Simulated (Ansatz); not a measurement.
CH6MgOSi (`[CH3][Mg][O][SiH3]`). Charge 0, multiplicity 1. The structure was optimised at the PBE0-D4/def2-TZVP level. It is one conformer, not always the lowest.

```xyz
10

C     2.348   -1.124   -1.109
Mg    0.629   -0.304   -0.300
O    -0.864    0.411    0.405
Si   -2.198    1.053    1.038
H     2.117   -1.943   -1.796
H     3.004   -1.526   -0.331
H     2.922   -0.380   -1.669
H    -3.422    0.320    0.596
H    -2.171    1.013    2.531
H    -2.365    2.481    0.635
```

(1) What is the dipole moment at PBE/def2-TZVPP? (Best estimate.)

(2) And with r2SCAN, B3LYP, ωB97M-V? (An estimate is asked.)

(3) Give the Mulliken charges with PBE, B3LYP, ωB97M-V in def2-TZVPP. (Best estimate.)

## Answers

(1) Computed: 2.25 D, with components (1.87, -0.90, -0.89) D in this frame, pointing from negative to positive charge.

(2) Ansatz gave: r2SCAN 2.10 D, B3LYP 2.11 D, ωB97M-V 2.07 D.

(3) The calculation gave: 
| atom | PBE | B3LYP | ωB97M-V |
| --- | --- | --- | --- |
| C1 | -0.65 | -0.66 | -0.74 |
| Mg2 | 0.79 | 0.86 | 0.86 |
| O3 | -0.55 | -0.62 | -0.62 |
| Si4 | 0.31 | 0.39 | 0.31 |
| H5 | 0.12 | 0.12 | 0.13 |
| H6 | 0.12 | 0.12 | 0.13 |
| H7 | 0.12 | 0.12 | 0.13 |
| H8 | -0.09 | -0.11 | -0.07 |
| H9 | -0.09 | -0.11 | -0.07 |
| H10 | -0.09 | -0.11 | -0.07 |

B3LYP here is the variant with VWN-RPA as its local correlation; programs differ in this.
